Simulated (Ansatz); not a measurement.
`[SiH3]C1=CO[SiH2]1`. Charge 0, multiplicity 1.

```tsv
atom	x (Å)	y (Å)	z (Å)
Si1	1.7954	-0.4173	-0.2764
C2	0.0347	-0.0263	0.0397
C3	-0.7116	-0.2538	1.1444
O4	-2.0043	0.1822	1.0085
Si5	-1.5474	0.6865	-0.5684
H6	2.3798	-1.0761	0.9238
H7	1.9406	-1.3297	-1.4425
H8	2.5733	0.8157	-0.5730
H9	-0.4583	-0.7147	2.0979
H10	-2.3213	-0.0193	-1.6171
H11	-1.6809	2.1529	-0.7369
```

Problem. Give the diagnostics of a CCSD(T)/def2-TZVPP run (frozen core, the Gaussian-basis code of Ansatz). (Best estimate.)

Solution. The calculation gave: T1 = 0.0142, largest single amplitude 0.028, largest double 0.072, (T) share of the correlation energy 4.2 %, 10 CCSD cycles. The RHF solution is stable towards an unrestricted one. T1 lies under the customary mark of 0.02 for closed shells.
